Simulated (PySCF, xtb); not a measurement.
CH6ClFSi2, SMILES C[Si@@](F)([SiH3])Cl.

GFN2-xTB run with xtb at its own geometry gives an orbital gap of 4.54 eV and a dipole moment of 2.21 D.

Coordinates come from a PBE0-D3(BJ)/def2-SVP optimisation. The structure was generated by enumeration; whether it is a known compound was not checked.

Task: What does PBE/def2-TZVP (PySCF) give? (The exact figures need the calculation; the answer reports its results.)

Result: gap 5.87 eV (levels -6.98 and -1.11 eV), dipole 2.03 D.
